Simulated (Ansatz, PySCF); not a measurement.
Species: S₂O₂, net charge 0, singlet state. 
Structure (B3LYP-D3(BJ)/def2-TZVP (Ansatz, a quantum-chemistry and plane-wave program) minimum search):
SMILES: O=[S][S]=O
```xyz
4

O     -1.6167     0.8970     0.0336
S     -1.0074    -0.4429     0.0174
S      1.0047    -0.4491    -0.0205
O      1.6223     0.8870    -0.0275
```

Total electronic energies in hartree. Correlated levels leave the core frozen unless marked. No spin-orbit coupling. No relativistic terms. CBS(X,Y): correlation extrapolated as X^-3; Hartree-Fock from the larger set. The bracket is a focal-point correction in the basis named. The program attaches cautions to a run behind CCSD/6-31G: other roots.

The Hartree-Fock reference is unstable (checked in the largest basis), which strains HF and MP2. 

```
level                                                                             program  energy (Eh)
-------------------------------------------------------------------------  --------------  -----------
HF/aug-cc-pV(T+d)Z                                                                 Ansatz   -944.77645
HF-D4/def2-TZVPD                                                            PySCF + dftd4   -944.78075
RI-HF/aug-cc-pV(T+d)Z                                                              Ansatz   -944.77616
RI-HF/cc-pV(Q+d)Z                                                                  Ansatz   -944.79118
revPBE-D4/def2-TZVPD                                                       Ansatz + dftd4   -946.72080
r2SCAN-D4/def2-TZVPD                                                       Ansatz + dftd4   -946.76341
B3LYP-D3(BJ)/def2-TZVPD                                                    Ansatz + dftd3   -946.91132
B3LYP-D4/def2-TZVPD                                                        Ansatz + dftd4   -946.91126
B3LYP/def2-TZVPD                                                                   Ansatz   -946.90472
PBE0/STO-3G                                                                        Ansatz   -935.32570
r2SCAN0/def2-TZVPD                                                                 Ansatz   -946.70355
M06-2X/def2-TZVPD                                                                   PySCF   -946.76322
LC-wPBE-D4/def2-TZVPD                                                      Ansatz + dftd4   -946.53260
wB97M-V/def2-TZVPD                                                                 Ansatz   -946.78836
B2GP-PLYP-D4/def2-TZVPD                                                    Ansatz + dftd4   -946.41661
B2PLYP-D4/def2-TZVPD                                                       Ansatz + dftd4   -946.54028
RPA@PBE/cc-pV(Q+d)Z                                                                Ansatz   -946.15131
RI-MP2/aug-cc-pV(Q+d)Z                                                             Ansatz   -945.73186
SCS-MP2/cc-pVTZ                                                                    Ansatz   -945.58309
CCSD/6-31G                                                                         Ansatz   -944.72627
CCSD(T)/aug-cc-pV(D+d)Z                                                            Ansatz   -945.45888
CCSD(T) with core electrons (1s frozen past Ne)/cc-pwCVTZ                          Ansatz   -946.33266
RI-MP2/CBS(aug-cc-pV(T+d)Z,aug-cc-pV(Q+d)Z)+[CCSD(T)-MP2]/aug-cc-pV(T+d)Z          Ansatz    -945.8210
```

Totals of different functionals don't rank their quality; only differences between species are comparable.
